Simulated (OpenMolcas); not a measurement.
## V3+: effect of the active space

| Item | Value |
| --- | --- |
| Program | OpenMolcas |
| Method | SS-CASPT2 or its RAS form, IPEA 0.25 Eh, imaginary shift 0.1 Eh |
| Basis | ANO-RCC-VQZP |
| Scalar Hamiltonian | DKH2, point nucleus |
| Spin-orbit coupling | RASSI with atomic mean-field integrals over the reference wave functions, term energies averaged over their components |

A. 2 electrons in 5 orbitals (3d); 2S+1 = 3 even, 10 roots; 2S+1 = 1 even, 15 roots; closed shells correlated: 3s 3p; CASPT2 step of the order of 8 core-seconds
B. 8 electrons in 8 orbitals (RAS1 3p, at most 2 holes; RAS2 3d); 2S+1 = 3 even, 10 roots; 2S+1 = 1 even, 15 roots; closed shells correlated: 3s; CASPT2 step of the order of 17 core-seconds
C. 2 electrons in 10 orbitals (3d 4d); 2S+1 = 3 even, 10 roots; 2S+1 = 1 even, 15 roots; closed shells correlated: 3s 3p; CASPT2 step roughly 70 core-seconds

Energies in cm⁻¹ above 3d² ³F₂, the measured ground level; measured values from Sugar and Corliss, J. Phys. Chem. Ref. Data 7, 1191 (1978).

| Level | A | B | C | Measured |
| --- | --- | --- | --- | --- |
| 3d² ³F₂ | 0.0 | 0.0 | 0.0 | 0.0 |
| 3d² ³F₃ | 323 | 342 | 325 | 325 |
| 3d² ³F₄ | 738 | 782 | 744 | 735 |
| 3d² ¹D₂ | 10500 | 10910 | 10510 | 10959 |
| 3d² ³P₀ | 13680 | 13690 | 13570 |  |
| 3d² ³P₁ | 13790 | 13810 | 13680 | 13239 |
| 3d² ³P₂ | 14030 | 14060 | 13910 | 13458 |
| 3d² ¹G₄ | 18620 | 18480 | 18450 | 18391 |
| 3d² ¹S₀ | 42390 | 41810 | 42760 | 42462 |

Deviations, from unrounded energies. A percentage is the sum of absolute deviations over the sum of measured energies, with the sign that they share, or ± where signs differ.

```csv
Against measurement,Levels,A,B,C
mean absolute deviation (cm-1),7,270,290,240
fine structure of the ground term (%),2,±0.5,+6.1,+0.9
other terms of the ground configuration (%),5,±1.9,±2.0,±1.7
```

C lies closest to measurement on these levels and B furthest from it. The largest miss of C in the table is 3d² ³P₂, by +450 cm-1. The ranking rests on the paired levels alone, and a cruder setting can come out closer through cancelling errors.

The two smallest mean deviations differ by little beside CASPT2's spread within terms, so their order carries little weight.

Among A to C the level of the table that moves most is 3d² ¹S₀, by 950 cm-1 (lowest in B, highest in C). Moves below CASPT2's spread within the term are not significant.

CASPT2 does not keep the components of a term degenerate, so their means are used; among the terms shown or strongly mixed into the levels shown the widest spread is 910 cm-1 (3d² ¹G, A). Active for correlation alone: 3p; no level in the range computed is led by a configuration that opens it, so any true level of that kind is missing (holds for B). Active for correlation alone: 4d; no level in the range computed is led by a configuration that fills it, so any true level of that kind is missing (holds for C). Measured partners are found by configuration, term and J. A level has none where our copy of the source lacks it or the pairing is in doubt (some pairs that miss far off the trend of their configuration count as doubtful), and it then counts in no deviation. Levels of configurations outside the active space are missing.
